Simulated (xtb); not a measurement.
Harmonic IR lines of one isomer of C₂H₄N₂, unscaled. Method: xtb with GFN2-xTB.

```json
[
 {"wavenumber (cm⁻¹)": "359", "relative intensity": "8.5"},
 {"wavenumber (cm⁻¹)": "435", "relative intensity": "5.1"},
 {"wavenumber (cm⁻¹)": "849", "relative intensity": "26"},
 {"wavenumber (cm⁻¹)": "946", "relative intensity": "3.4"},
 {"wavenumber (cm⁻¹)": "2406", "relative intensity": "100"},
 {"wavenumber (cm⁻¹)": "2945", "relative intensity": "4.5"}
]
```

Question: Name which structure gives these lines.
A. `CN=C=N`
B. `[H]/N=C/C=N/[H]`
C. `CNC#N`
D. `NC#CN`

Answer: A, `CN=C=N`
